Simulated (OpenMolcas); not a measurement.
Lines of W⁴⁺: computed and rescaled rates

```yaml
Program: OpenMolcas
Method: CASSCF
Basis: ANO-R3 [9s7p6d4f3g2h]
Scalar_Hamiltonian: X2C, finite nucleus
Active_space: 2 electrons in 5 orbitals (5d)
State_averaging: 2S+1 = 3 even, 10 roots; 2S+1 = 1 even, 15 roots
Spin-orbit_coupling: RASSI with atomic mean-field integrals over the reference wave functions, term energies averaged over their components
```

Rates come from the transition moments of the reference wave functions (E1 and E2 in the length form). At fixed line strength A goes as λ^-3 for E1 and M1 and as λ^-5 for E2, so a rate at the computed wavelength can be rescaled to the measured one. Measured vacuum wavelengths follow from level energies in the list in J. Phys. B 45, 065001 (2012). Branching counts decays inside the model space alone, at computed energies, and the table is only a selection of the E2 and M1 lines, drawn from those between levels with measured partners whose computed energy lies within a factor of 1.5 of the measured one.

```tsv
Upper	Lower	Type	λ computed (nm)	λ measured (nm)	A computed (s-1)	A rescaled (s-1)	Branching %
5d² ¹S₀	5d² ³P₁	M1	311.7	373.4	8.91e+01		68.1
5d² ¹S₀	5d² ³P₂ [60 %]	E2	395.7	487.9	7.20e+00		5.5
5d² ¹S₀	5d² ³F₂	E2	198.6	232	6.36e+00		4.9
5d² ¹G₄	5d² ³F₄	M1	756.5	923.7	4.43e+00		35.3
5d² ³P₂ [60 %]	5d² ³P₁	M1	1467	1591	2.57e+00	2.01e+00	16.7
5d² ³P₂ [60 %]	5d² ³F₂	M1	398.6	442.2	9.04e-01		5.9
5d² ³P₁	5d² ³P₀	M1	2992	2864	6.41e-01	7.31e-01	41.5
5d² ³P₀	5d² ³F₂	E2	669.8	778.9	4.51e-01	2.12e-01	100.0
5d² ³P₁	5d² ³F₂	M1	547.3	612.3	4.50e-01		29.1
5d² ³P₁	5d² ³F₂	E2	547.3	612.3	2.72e-01	1.55e-01	17.6
5d² ¹G₄	5d² ³F₂	E2	402.7	447.5	6.72e-02		0.5
```

Spin-changing lines and M1 lines between different terms are not rescaled, since their strength hangs on the term gaps too.

The largest correction is for 5d² ³P₀ → 5d² ³F₂ (E2): 4.51e-01 × (669.8 / 778.9)^5 = 2.12e-01 s-1, a factor of 0.47.

These are rates of the free ion; in crystals, glasses and complexes forced electric-dipole and non-radiative decay shorten such lifetimes by orders of magnitude. No measured rate stands beside these. Rescaling mends the energy factor alone: line strengths can still be far off where a level mixes with configurations outside the active space, and weak or spin-changing lines hang on small mixing coefficients that depend on the term gaps too, so rescaling need not improve them.

Without dynamic correlation excited terms often stand tens of per cent too high (terms of higher spin than the ground term too low), and those without a measured partner can miss by more than the paired ones. Measured partners are found by configuration, term and J. A level has none where our copy of the source lacks it or the pairing is in doubt (some pairs that miss far off the trend of their configuration count as doubtful). Only configurations of the active space appear.

A share in square brackets marks a mixed level and gives the weight of the term that names it.
